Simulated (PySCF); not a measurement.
H₆N₃Si, SMILES N[Si](N)N, multiplicity 2. Atoms are numbered in the order given.

```xyz
10

N      0.4647     1.5562     0.2288
Si     0.0000     0.0000    -0.4224
N      1.1153    -1.1805     0.2288
N     -1.5800    -0.3757     0.2288
H     -0.2712     2.0876     0.6895
H      1.0587     2.1720    -0.3195
H      1.3516    -2.0028    -0.3195
H      1.9435    -0.8089     0.6895
H     -2.4103    -0.1691    -0.3195
H     -1.6723    -1.2787     0.6895
```
Charge 0, spin multiplicity 2.

Coordinates come from a B3LYP-D3(BJ)/def2-SVP optimisation. The values are those of a single conformer.

Computed with PBE0/pcH-1 in PySCF.

Unrestricted Kohn–Sham, ⟨S²⟩ = 0.752. Hyperfine tensors hold the contact and dipolar terms, without spin-orbit corrections.

Computed hyperfine couplings:
```
nucleus     A(iso) (MHz)  A(iso) (G)  dipolar principal values (MHz)
----------  ------------  ----------  ------------------------------
14N no. 1           16.0         5.7                -6.2, -5.9, 12.2
29Si no. 2        -603.4      -215.3              -116.5, 58.3, 58.3
14N no. 3           16.0         5.7                -6.2, -5.9, 12.2
14N no. 4           16.0         5.7                -6.2, -5.9, 12.2
1H no. 5            -3.4        -1.2                -8.4, -2.1, 10.5
1H no. 6            -5.3        -1.9                -8.6, -4.2, 12.8
1H no. 7            -5.3        -1.9                -8.6, -4.2, 12.8
1H no. 8            -3.4        -1.2                -8.4, -2.1, 10.5
1H no. 9            -5.3        -1.9                -8.6, -4.2, 12.8
1H no. 10           -3.4        -1.2                -8.4, -2.1, 10.5
```

Task: And the g tensor (effective nuclear charges for spin-orbit coupling, GIAO)? (Estimate from the structure and the level; the computed values follow.)

Result: principal values 2.0019, 2.0019, 2.0022; isotropic 2.0020.
